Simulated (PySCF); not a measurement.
Energy of He⁺ (helium, charge +1) between two integer charges

The 1s alpha orbital of 1s1 is emptied in steps (occupation f), with all orbitals relaxed, ending at no electrons. All numbers are calculated (PySCF 2.14, no relativity, point nucleus, in aug-pcseg-2 (4s3p2d, 23 functions)). The exact energy is a straight line in f; departures are measured from the line between the end points of the same method.

| f | UHF (eV) |
| --- | --- |
| 1 | 0.000 |
| 0.75 | 0.000 |
| 0.5 | 0.000 |
| 0.25 | 0.000 |
| 0 | 0.000 |

```tsv
method	E(f=0) − E(f=1) (eV)	−ε at f=1 (eV)	−ε at f=0.5 (eV)
UHF	54.375	54.375	54.375
```

Orbital energy along the path (eV):

```
   f      UHF
   1  -54.375
0.75  -54.375
 0.5  -54.375
0.25  -54.375
   0  -54.375
```

Reference removal energy between the ground levels: 54.418 eV (theoretical estimate listed by NIST; NIST Atomic Spectra Database, ionization energies). UHF lacks correlation.
